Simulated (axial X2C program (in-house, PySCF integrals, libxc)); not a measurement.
# Potential curves of TeC, without spin–orbit coupling

Computed with an axial X2C code built on PySCF integrals. Spin-free means the one-electron spin-free X2C Hamiltonian. Basis: Te dyall-cv3z [11s12p8d4f1g], C dyall-v3z [7s6p2d1f] (cores contracted in-house); Gaussian nuclei, density fitting, unrestricted open shells. Masses: Te 129.906 u, C 12.000 u.

State: M_S = 0, Λ = 0 (closed shell). Energies in eV from the fragments at the same level (Te + C). Fits are polynomials in 1 − R0/R over 0.85 to 1.23 times the lowest point R0.

```tsv
R (Å)	M06
1.6417	-3.2354
1.7172	-4.0697
1.7738	-4.4321
1.8304	-4.6230
1.8870	-4.6806
1.9530	-4.6189
2.0191	-4.4536
2.1040	-4.1349
2.2078	-3.6422
2.3588	-2.8285
```

The state is a single determinant with fixed occupations, the lowest that a limited PBE0 search found. The closed shell is kept restricted, so the energy runs too high when the bond is stretched far. Dissociation energies refer to the lowest single-determinant-based atoms at the same level and basis. Without a current term, density functionals place determinants with orbital angular momentum somewhat too high. Spin–orbit coupling changes these values markedly for this molecule (Re by over 0.02 Å or De by over 0.25 eV), so the spin-free numbers are a model. Spin-free De lacks the spin–orbit lowering of the heavy p-block atom, a tenth of an eV or more for 4p and 5p, up to an eV for 6p and one to two eV for 7p atoms, less what an open-shell molecule gains itself.

Question: What are Re, ωe and De at the M06 level?

Answer: At M06, spin-free: Re = 1.888 Å, ωe ≈ 890 cm⁻¹, De = 4.68 eV to Te + C; Be follows as 0.431 cm⁻¹.
